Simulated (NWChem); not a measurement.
# C₃H₃F₃; SMILES FC(C(=C)F)F

```xyz
9

C     -1.3135    -1.1953    -0.3927
C     -0.1422    -0.7427     0.0308
F      0.9079    -1.5356     0.2328
C      0.1929     0.6837     0.3598
F     -0.8916     1.4639     0.2068
F      1.1625     1.1274    -0.4674
H     -2.1376    -0.4974    -0.5349
H     -1.4576    -2.2566    -0.6007
H      0.5621     0.7789     1.3976
```
Atoms are numbered in this order, from 1.

Results from NWChem. Structure relaxed at the PBE0/def2-SVP level. LC-ωPBE (HJS hole) with def2-SVP; x = 1 − exp(−ω/0.25 bohr⁻¹) is a scale chosen for this fit.

```csv
row,x,−ε(HOMO) (eV)
ω = 0.10,0.330,8.17
ω = 0.20,0.551,9.37
ω = 0.30,0.699,withheld
ω = 0.40,0.798,10.82
ω = 0.80,0.959,11.80
```

Question: Fit a straight line of the last column on the one before it, predict the withheld value, and compare with the run.

Answer: 
1. Means of the 4 shown rows: x = 0.6595, y = 10.040. Slope Σ(x − x̄)(y − ȳ)/Σ(x − x̄)² = 1.324/0.2292 = 5.776; intercept 6.231.
2. The shown rows scatter about the line by 0.033 (root mean square); the largest residual is -0.04, at ω = 0.20.
3. At x = 0.699 (ω = 0.30; inside the shown range) the line gives 10.27.
4. The run gives 10.23, -0.04 from the line, 1.2 times the scatter.
